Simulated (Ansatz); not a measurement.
A first, cheap relaxation of `[CH]=C[SiH2]C` radical.

```yaml
crystal:
  periodic: [false, false, false]
  atoms:
    - {symbol: C, position_ang: [0.737600, 1.940200, -0.503100]}
    - {symbol: C, position_ang: [-0.155900, 1.449000, 0.317700]}
    - {symbol: Si, position_ang: [-0.051200, -0.298500, 0.778700]}
    - {symbol: C, position_ang: [-0.213400, -1.436900, -0.636600]}
    - {symbol: H, position_ang: [1.381700, 2.422500, -1.214200]}
    - {symbol: H, position_ang: [-0.944100, 2.052200, 0.768200]}
    - {symbol: H, position_ang: [1.341500, -0.556300, 1.397400]}
    - {symbol: H, position_ang: [-0.992000, -0.565200, 1.834500]}
    - {symbol: H, position_ang: [-1.271000, -1.281600, -1.038600]}
    - {symbol: H, position_ang: [0.463900, -1.290900, -1.391900]}
    - {symbol: H, position_ang: [-0.231800, -2.491500, -0.291500]}
basis:
  gaussian: {orbitals: def2-SVP}
magnetization: {spin_polarized: true, initial_magnetization: 1}
hamiltonian: {xc: pbe, dispersion: d4}
relax: {f_tol: 0.03, max_steps: 200}
```

```sh
$ ansatz run in.yaml --threads 4 --pin off --events-out ev --progress --plain --max-ram 10444MiB
```

It prints (some lines left out):

```
Functional definition: PBE
mean field -11085.95083637 eV, -407.4011789091 hartree, gradient 4.0e-5 eV, S^2 0.758849; 0 other end points of the search recorded, 0 dependent functions left out
relax step   1: F+E_penalty+E_count = -11086.15918523 eV  Δ(F+E_penalty+E_count) = +0.000e0 eV  max|allowed force component| = 3.944e0 eV/Å  Δτ_max = 0.0000 Å  (30 SCF iters, accepted)
mean field -11086.30784752 eV, -407.4142988269 hartree, gradient 1.4e-5 eV, S^2 0.758971; 0 other end points of the search recorded, 0 dependent functions left out
relax step   2: F+E_penalty+E_count = -11086.51378664 eV  Δ(F+E_penalty+E_count) = -3.546e-1 eV  max|allowed force component| = 1.154e0 eV/Å  Δτ_max = 0.0787 Å  (34 SCF iters, accepted)
mean field -11086.41369042 eV, -407.4181884818 hartree, gradient 2.6e-5 eV, S^2 0.758444; 0 other end points of the search recorded, 0 dependent functions left out
relax step   3: F+E_penalty+E_count = -11086.61638296 eV  Δ(F+E_penalty+E_count) = -1.026e-1 eV  max|allowed force component| = 7.680e-1 eV/Å  Δτ_max = 0.2000 Å  (33 SCF iters, accepted)
mean field -11086.49098684 eV, -407.4210290727 hartree, gradient 2.7e-5 eV, S^2 0.758349; 0 other end points of the search recorded, 0 dependent functions left out
relax step   4: F+E_penalty+E_count = -11086.69484822 eV  Δ(F+E_penalty+E_count) = -7.847e-2 eV  max|allowed force component| = 2.861e-1 eV/Å  Δτ_max = 0.1664 Å  (32 SCF iters, accepted)
mean field -11086.50832973 eV, -407.4216664122 hartree, gradient 1.9e-5 eV, S^2 0.758648; 0 other end points of the search recorded, 0 dependent functions left out
relax step   5: F+E_penalty+E_count = -11086.71256852 eV  Δ(F+E_penalty+E_count) = -1.772e-2 eV  max|allowed force component| = 9.851e-2 eV/Å  Δτ_max = 0.0502 Å  (33 SCF iters, accepted)
mean field -11086.51353860 eV, -407.4218578346 hartree, gradient 2.4e-5 eV, S^2 0.758622; 0 other end points of the search recorded, 0 dependent functions left out
relax step   6: F+E_penalty+E_count = -11086.71678791 eV  Δ(F+E_penalty+E_count) = -4.219e-3 eV  max|allowed force component| = 1.436e-1 eV/Å  Δτ_max = 0.0684 Å  (32 SCF iters, accepted)
mean field -11086.51483991 eV, -407.4219056570 hartree, gradient 2.6e-5 eV, S^2 0.758731; 0 other end points of the search recorded, 0 dependent functions left out
relax step   7: F+E_penalty+E_count = -11086.71785618 eV  Δ(F+E_penalty+E_count) = -1.068e-3 eV  max|allowed force component| = 1.567e-2 eV/Å  Δτ_max = 0.0222 Å  (33 SCF iters, accepted)
mean field -11086.51483991 eV, -407.4219056570 hartree, gradient 2.8e-5 eV, S^2 0.758731; 1 other end points of the search recorded, 0 dependent functions left out
Total energy: -11086.71789226 eV, -407.4293676932 hartree
Atom 0 at     0.873094     1.913165    -0.598394 Å, force     0.011893     0.015668    -0.008599 eV/Å
Atom 1 at    -0.013195     1.447751     0.259628 Å, force    -0.002215    -0.009308     0.005204 eV/Å
Atom 2 at     0.001738    -0.362875     0.840462 Å, force    -0.010015     0.011510    -0.011178 eV/Å
Atom 3 at    -0.297370    -1.526840    -0.616307 Å, force     0.001953    -0.003550     0.001862 eV/Å
Atom 4 at     1.132560     2.845641    -1.121171 Å, force    -0.000269    -0.009132     0.000454 eV/Å
Atom 5 at    -0.814693     2.117217     0.654656 Å, force    -0.006292    -0.004175     0.009840 eV/Å
Atom 6 at     1.326137    -0.676552     1.484463 Å, force     0.006052     0.000351     0.005126 eV/Å
Atom 7 at    -1.076997    -0.523830     1.881388 Å, force     0.001599     0.001450    -0.003484 eV/Å
Atom 8 at    -1.283431    -1.330583    -1.083099 Å, force    -0.000326     0.001831     0.000330 eV/Å
Atom 9 at     0.484855    -1.372764    -1.386990 Å, force    -0.001966    -0.000472    -0.000387 eV/Å
Atom 10 at    -0.267397    -2.587329    -0.294036 Å, force    -0.000412    -0.004174     0.000831 eV/Å
Dipole moment:    -0.103208     0.062183    -0.118510 e Å
```

It took 7 s on 4 threads of an Intel Xeon Platinum 8488C on a shared host, with 0.24 GiB of host memory at the peak.
